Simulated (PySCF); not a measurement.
# Ga¹⁶⁺: ionisation energy

Ga¹⁶⁺ [Ne] 3s2 3p3 (4S) → Ga¹⁷⁺ [Ne] 3s2 3p2 (3P), as a difference of total energies. All numbers are calculated (PySCF 2.14, scalar relativity by spin-free X2C-1e, in an uncontracted even-tempered set (18 s from 1.4 bohr⁻², ratio 2.5; 12 p from 1.8 bohr⁻², ratio 2.5; 5 d from 8.7 bohr⁻², ratio 2.7; 4 f from 13 bohr⁻², ratio 2.7)). Correlated levels: outer shells: 1s2 frozen; virtual orbitals above 40 to 60 times the deepest correlated orbital energy dropped. The calculations carry no spin-orbit coupling.

| method | ionisation energy (eV) |
| --- | --- |
| UHF | 597.18 |
| MP2 (outer shells) | 597.73 |
| SCS-MP2 (outer shells) | 597.50 |
| CCSD (outer shells) | 597.55 |
| CCSD(T) (outer shells) | 597.55 |

Problem. How much does correlation contribute at CCSD(T) (outer shells)?

Solution. 597.55 − (597.18) = 0.37 eV, measured against UHF.

Spin-orbit coupling is strong in these open shells (close to jj coupling). The scalar numbers leave it out and a first-order estimate fails, so it can dominate the gap to the real levels.

Breit and QED terms and the two-electron picture change are absent.

For comparison: 599.8 ± 1.4 eV (semi-empirical (NIST evaluation); NIST Atomic Spectra Database, ionization energies).
